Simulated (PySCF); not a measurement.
Compound: C4H8FO2Si (doublet state).
Z-matrix (Å and degrees, GFN2-xTB geometry), rows numbered from 1:
```
C 
O   1  1.3353
Si  2  1.6172  1  135.84
F   3  1.6089  2  100.93  1  -164.36
C   3  1.8799  2  114.51  1    79.00
C   5  1.3264  3  124.93  2   108.26
O   3  1.6166  2  106.97  1   -49.11
C   7  1.4031  3  130.64  2  -175.28
H   1  1.0728  2  119.87  3    20.51
H   1  1.0722  2  115.85  3  -173.72
H   5  1.0850  3  117.18  2   -70.38
H   6  1.0789  5  122.33  3  -178.93
H   6  1.0771  5  121.42  3     1.04
H   8  1.0918  7  110.79  3   -58.53
H   8  1.0900  7  107.46  3  -178.26
H   8  1.0912  7  110.51  3    62.24
```

The hyperfine couplings belong to this conformer and change with its torsions.

As a line formula: `[CH2]O[Si@](F)(C=C)OC` [radical].

Method used: UKS B3LYP, pcH-1 on C F H O Si, non-relativistic, mean-field spin-orbit, GIAO (PySCF). The structure is a single GFN2-xTB conformer in the gas phase; no vibrational or solvent corrections. The geometry wasn't refined by DFT: couplings that depend on bond lengths, twists or pyramidal angles can differ widely from those at the functional's own minimum. Stability of the SCF solution: not tested.

(1) Where do the isotropic ENDOR lines of C1, C5, F4, H10, H9 and Si3 fall at 343.0 mT, to first order?

(2) Which pairs are centred on the nuclear Larmor frequency, and which on half the coupling?

Results:

(1) For S = 1/2 in fast tumbling each set of equivalent nuclei gives two lines, ν± = |νn ± a/2| to first order, with νn = g_N μN B/h and μN/h = 7.62259 MHz/T.

```
nuclei  isotope      g_N  νn (MHz)  a_iso (MHz)  lower line (MHz)  upper line (MHz)
    C1      13C   1.4048      3.67        99.80             46.23             53.57
    C5      13C   1.4048      3.67         1.98              2.68              4.66
    F4      19F   5.2577     13.75         6.27             10.61             16.88
   H10       1H   5.5857     14.60       -61.75             16.27             45.48
    H9       1H   5.5857     14.60       -58.68             14.74             43.94
   Si3     29Si  -1.1106      2.90         3.08              1.36              4.44
```

The rows for 13C and 29Si, of low natural abundance, apply to labelled samples.

(2) Centred on νn, since |a| < 2νn: C5, F4 and Si3. Centred on |a|/2 and split by 2νn: C1, H10 and H9.

H9 and H10 aren't averaged: C1 is flat or nearly so (angle sum 358°), and its turn about the short C1–O2 bond (1.34 Å) is taken as slow.

Largest spin populations (Mulliken): C1 (+0.98) and O2 (+0.09). C1 is the only atom above +0.15. The angles at C1 add up to 358.4°, so it is nearly planar; its axial dipolar tensor and the negative couplings of its protons fit spin in a p orbital normal to that plane.

On one thread, Arm Neoverse V2 (aarch64), on a shared host, this took 75 s (grids of density and orbitals included) and 0.97 GiB of memory at its peak.
